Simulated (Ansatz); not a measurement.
A run for Ansatz (a first-principles code): R-wB97X-V/def2-TZVPP on CH4BClO (SMILES CB(O)Cl), a point of a torsion scan.

Ansatz 0.2 input:
```yaml
crystal:
  periodic: [false, false, false]
  atoms:
    - {symbol: C, position_ang: [-0.93739579, -0.09206371, 0.00156199]}
    - {symbol: B, position_ang: [0.38367740, 0.79429841, 0.02290850]}
    - {symbol: O, position_ang: [1.54807953, 0.40908020, 0.55638346]}
    - {symbol: Cl, position_ang: [0.38067053, 2.38750455, -0.65478971]}
    - {symbol: H, position_ang: [-1.65263380, 0.24315429, -0.74307697]}
    - {symbol: H, position_ang: [-0.72107252, -1.14223452, -0.18549190]}
    - {symbol: H, position_ang: [-1.43869827, -0.03995796, 0.96753355]}
    - {symbol: H, position_ang: [1.60286337, -0.46335576, 0.94668633]}
basis:
  gaussian:
    orbitals: def2-TZVPP
hamiltonian:
  xc: {name: wB97X-V}
scf: {lower_state_search: off}
```

The log:

```
WARN ansatz: RAYON_NUM_THREADS=1 ignored (pool sized by the plan → 1); use --threads N
Functional definition: wB97X-V
these checks for a lower state are left out or cut short: stability, starts, cluster_reference, orbital_swaps, neighbouring_geometries, increment
integrals: 0.13 GiB planned
1046 factors; their error is unknown
integrals: 0.16 GiB planned
235 factors; integrals over basis functions are off by at most 2.2e-5 eV
mean field: 1.07 GiB planned
mean field evaluation 1: about -16345.2421 eV, gradient 5.2e1 eV
mean field evaluation 2: about -16346.3556 eV, gradient 4.9e1 eV
mean field evaluation 4: about -16350.0850 eV, gradient 1.6e0 eV
mean field evaluation 8: about -16350.0987 eV, gradient 1.1e-1 eV
mean field evaluation 16: about -16350.1135 eV, gradient 8.7e-5 eV
mean field -16350.11345486 eV, -600.8555869612 hartree, gradient 3.9e-6 eV, S^2 0.000000; 0 other end points of the search recorded, 0 dependent functions left out
reference -16350.11345307 eV, -600.8555868952 hartree; 20, 20 occupied and 171, 171 virtual orbitals, 1046 factors
Total energy: -16350.11345307 eV, -600.8555868952 hartree
Checks for a lower state left out: stability, starts, cluster_reference, orbital_swaps, neighbouring_geometries, increment
```

The run converged.

Cost: around 5 core-seconds (rough).
